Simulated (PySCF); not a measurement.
ClHOZn, SMILES [Cl][Zn][OH].

Geometry optimised at B3LYP-D3(BJ)/def2-TZVP. Other conformers were not sampled.

Method: B3LYP-D3(BJ)/def2-TZVP run with PySCF.

Frequencies are harmonic and unscaled.

```json
[
 {"mode": "1", "ν (cm⁻¹)": "133", "IR (km/mol)": "15.6", "moving atoms (share of kinetic energy)": "Zn 39 %, O 38 %, Cl 16 %"},
 {"mode": "2", "ν (cm⁻¹)": "140", "IR (km/mol)": "2.1", "moving atoms (share of kinetic energy)": "Zn 37 %, O 31 %, H 16 %, Cl 15 %"},
 {"mode": "3", "ν (cm⁻¹)": "402", "IR (km/mol)": "12.2", "moving atoms (share of kinetic energy)": "Cl 68 %, Zn 17 %, O 14 %"},
 {"mode": "4", "ν (cm⁻¹)": "686", "IR (km/mol)": "110.7", "moving atoms (share of kinetic energy)": "O 71 %, Zn 26 %"},
 {"mode": "5", "ν (cm⁻¹)": "783", "IR (km/mol)": "46.1", "moving atoms (share of kinetic energy)": "H 91 %"},
 {"mode": "6", "ν (cm⁻¹)": "3841", "IR (km/mol)": "63.5", "moving atoms (share of kinetic energy)": "H 94 %"}
]
```
